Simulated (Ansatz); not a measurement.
`CC([SiH3])=C=N` + `OC(F)[TeH]` → `COC(F)[TeH]` + `N=C=C[SiH3]`  (substitution at a C–C bond)

Gas-phase electronic energies from Ansatz, PBE0-D4/def2-TZVP geometries. CBS: MP2 limit from def2 TZ/QZ plus the TZ coupled-cluster correction, frozen cores. DFT in def2-TZVPP. def2 core potentials past Kr. For Te outer-core shells are correlated without core-valence functions, which leaves a few kJ/mol of doubt a bond. Each species was taken in one conformer, which may not be the lowest.

CCSD(T)/CBS gives +46.3 kJ/mol.

Question: Another level gave +43.1 kJ/mol. Which?
A. CCSD/def2-TZVPP
B. BHLYP/def2-TZVPP
C. PBE-QIDH/def2-TZVPP
D. HF/def2-TZVPP

Answer: A. CCSD/def2-TZVPP 43.1, BHLYP 39.1, PBE-QIDH 48.9, HF/def2-TZVPP 33.4 kJ/mol.

Largest T1 diagnostic among the species: 0.015.

In def2-TZVPP, CCSD(T) changes the Hartree–Fock value by +11.3 kJ/mol (the triples alone add +1.6 kJ/mol) and MP2 by +16.7 kJ/mol. Leaving LDA and LC-ωPBE aside and taking each functional with its dispersion term where it has one, the values, not all of them listed here, spread over 11.3 kJ/mol, from CAM-B3LYP-D4 to revPBE-D4.
